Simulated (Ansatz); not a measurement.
Gas-phase electronic energies from Ansatz, PBE0-D4/def2-TZVP geometries. CCSD(T)/CBS is the MP2 limit (def2-TZVPP, def2-QZVPP) plus CCSD(T) − MP2 in def2-TZVPP, frozen cores. This one scheme is used for every species. Functionals use def2-TZVPP. def2 core potentials past Kr. For Te outer-core shells are correlated without core-valence functions, which leaves a few kJ/mol of doubt a bond. Each species was taken in one conformer, which may not be the lowest.

Reaction (formal loss of a carbene): `N[SiH2]C(F)[TeH]` → `[CH]F` + `N[SiH2][TeH]`

| level | ΔE (eV) |
| --- | --- |
| PBE0-D4 | 3.23 |
| SCS-MP2/def2-QZVPP | 3.11 |

(1) What does CCSD(T)/CBS give? (Estimate.)

Largest T1 diagnostic among the species: 0.018.

Answers

(1) Computed: +3.06 eV. The listed levels differ from it by 0.17, 0.05 eV.

In def2-TZVPP, CCSD(T) changes the Hartree–Fock value by +0.63 eV (the triples alone add +0.07 eV) and MP2 by +0.90 eV. The D4 term adds +0.17 eV with B3LYP and +0.09 eV with PBE0; it sums over pairs of atoms, weighted by their polarisabilities, and B3LYP, whose exchange is more repulsive, gets the larger term.

B3LYP here is the variant with VWN-RPA as its local correlation; programs differ in this.
